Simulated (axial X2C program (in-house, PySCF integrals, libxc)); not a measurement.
Photoelectron levels of InAu by EOM-IP-CCSD

Computed with an axial X2C code built on PySCF integrals: two-component X2C with atomic mean-field Coulomb and Gaunt terms, Gaussian nuclei, basis Au dyall-cv3z, In dyall-cv3z with contracted cores.

R = 2.838 Å (1.090 times 2.604 Å, the PBE0 minimum at charge 0 for the lowest determinant).

Vertical ionisation energies of InAu to the states of InAu⁺:

| Ω of InAu⁺ | vertical IE (eV) | above lowest (cm⁻¹) | ionised spinor | one-hole weight |
| --- | --- | --- | --- | --- |
| 1/2 | 7.570 | 0 | 45% In pσ, 42% Au sσ, 8% In sσ | 0.97 |
| 5/2 | 9.630 | 16616 | 100% Au dδ | 0.91 |
| 1/2 | 9.638 | 16676 | 55% Au dσ, 27% Au dπ, 11% In sσ | 0.91 |

This point took 15 s on 1 thread of Arm Neoverse V2, on a shared host.

Reference electrons by ω block (each with its −ω partner): 1/2: 37, 3/2: 19, 5/2: 7, 7/2: 1. 14 electrons of InAu correlated (inner shells frozen), 92 natural virtual spinors (a truncated set); levels can be off by some tenths of an eV. Roots sought by Ω: (1/2: 4, 3/2: 3, 5/2: 1); rows need 60 % one-particle weight and stop where some Ω has no more roots. Missing are any skipped roots, higher Ω and states of a further excitation; these come out far too high here and may in truth be low or lowest. T1 of the reference 0.031 (Lee–Taylor). Number of frozen shells: Au 5 s, 4 p, 2 d, 1 f; In 4 s, 3 p, 2 d. Large amplitudes in the reference (orbital relaxation or multireference character) lower the reliability.
